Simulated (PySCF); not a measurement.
F2Zn, SMILES [F][Zn-][F] (connectivity only; charge and spin as stated), charge -1, multiplicity 2.

Coordinates come from a B3LYP-D3(BJ)/def2-SVPD optimisation.

Two levels are set side by side: PBE/def2-TZVPD (PySCF) and B3LYP/def2-TZVPD (PySCF). Same geometry, gas phase. Differences are taken from unrounded values.

```json
[
 {"quantity": "α-spin orbital gap (eV)", "B3LYP": "3.15", "PBE": "2.17", "PBE minus B3LYP": "-0.98"},
 {"quantity": "β-spin orbital gap (eV)", "B3LYP": "5.87", "PBE": "3.87", "PBE minus B3LYP": "-2.00"},
 {"quantity": "mean polarisability (bohr³)", "B3LYP": "66.5", "PBE": "72.8", "PBE minus B3LYP": "6.3"}
]
```

PBE's more diffuse valence density responds more strongly to a field. Differences between two approximate levels are no errors against the true value.

Rough cost on one machine, each run with all the roots and properties that it gave: B3LYP against PBE within a factor of 2.
